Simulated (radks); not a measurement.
Task: These are the eigenvalues of the occupied orbitals of an atom or ion with whole-number occupations (hartree). Calculated with a radial shooting solver on a logarithmic mesh with Libxc functionals: scalar-relativistic Kohn-Sham, PBEsol, spin-unpolarised, spherical densities, point nucleus.

orbital  eigenvalue
1s        -402.4793
2s        -50.36995
2p        -44.02855
3s         -6.17816
3p         -4.24182
3d         -1.07721
4s         -0.43157
4p         -0.14322

Which element is it, and in what charge state? The configuration may be excited.

Result: Z = 32, germanium, charge 0: Ge in [Ar] 3d10 4s2 4p2. The list shows which subshells hold electrons but not how many an open one holds; the 1s level, -402.48 hartree, gives Z - s = 28.4 by -(Z - s)^2/2, which with screening and relativity narrows Z to a few neighbours, and the depths of the outer levels then fix element, charge and occupations together.
